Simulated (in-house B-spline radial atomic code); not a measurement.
Values are calculated unless marked as measured or tabulated.
## Weak and strong correlation along the adiabatic connection

Two-electron singlets in several external potentials (atomic units), by full CI in B-splines with partial waves to l = 8 (correlation energies up to 0.6 % small). The repulsion is scaled by λ at fixed density; W(λ) is the mean repulsion less the Hartree energy, W(0) = E_x, and the area under W from 0 to 1 is E_xc.

Relative drop (W(λ) − E_x)/E_x:

| system | λ = 0.12 | λ = 0.25 | λ = 0.4 | λ = 0.6 | λ = 0.8 | λ = 1 |
| --- | --- | --- | --- | --- | --- | --- |
| ω²r²/2 − Z/r, ω = 0.0989, Z = 0.5 | 0.0351 | 0.0666 | 0.0965 | 0.1286 | 0.1542 | 0.1751 |
| ω²r²/2 − Z/r, ω = 0.056, Z = 0.5 | 0.0440 | 0.0819 | 0.1165 | 0.1521 | 0.1795 | 0.2012 |
| −V exp(−r²/w²), V = 6.52, w = 7.28 | 0.0229 | 0.0450 | 0.0674 | 0.0931 | 0.1149 | 0.1336 |
| −Z exp(−kr)/r, Z = 2.81, k = 0.347 | 0.0075 | 0.0153 | 0.0239 | 0.0349 | 0.0452 | 0.0550 |
| −Z/r, Z = 1.6 | 0.0148 | 0.0297 | 0.0455 | 0.0648 | 0.0820 | 0.0977 |
| −V exp(−r²/w²), V = 6.92, w = 11.6 | 0.0285 | 0.0553 | 0.0816 | 0.1108 | 0.1347 | 0.1546 |
| −Z/r, Z = 8 | 0.0023 | 0.0048 | 0.0077 | 0.0114 | 0.0151 | 0.0186 |

Problem. Order the systems by how far second-order (GL2) theory, half the initial slope (estimated from the first points of each curve), overshoots the correlation energy, least first.
A. ω²r²/2 − Z/r, ω = 0.0989, Z = 0.5
B. −Z exp(−kr)/r, Z = 2.81, k = 0.347
C. −Z/r, Z = 1.6
D. ω²r²/2 − Z/r, ω = 0.056, Z = 0.5
E. −Z/r, Z = 8
F. −V exp(−r²/w²), V = 6.92, w = 11.6
G. −V exp(−r²/w²), V = 6.52, w = 7.28

Solution. E (GL2/E_c = 1.03), B (GL2/E_c = 1.10), C (GL2/E_c = 1.20), G (GL2/E_c = 1.32), F (GL2/E_c = 1.41), A (GL2/E_c = 1.52), D (GL2/E_c = 1.65).

Problem. What else changes along this order?

Solution. The ratio follows the bend of the curve. With it the leading natural occupation goes from 1.999 to 1.860 and −T_c/E_c from 0.97 to 0.62 between the first and the last.
